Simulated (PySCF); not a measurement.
FZn, neutral, multiplicity 2. Atoms are numbered in the order given.

```xyz
2

Zn     0.0000     0.0000    -0.4115
F      0.0000     0.0000     1.3717
```
Charge 0, spin multiplicity 2.

The structure is a stationary point at r2SCAN-D4/def2-TZVPD. The spin state was assumed, not searched.

Computed with ωB97X/def2-TZVPD run with PySCF.

Mulliken values depend strongly on the basis, most of all with diffuse functions as here. ESP charges are fitted to the potential on shells at 1.4 to 2.0 van der Waals radii. Atomic charges (e):

```
atom  Mulliken  ESP fit  Mulliken spin
----  --------  -------  -------------
Zn1       0.55        …           0.95
F2       -0.55        …           0.05
```

Problem. Fill in the missing entries. (Estimate from the structure and the level; the computed values follow.)

Solution. 
- Zn1, ESP fit: 0.43
- F2, ESP fit: -0.43
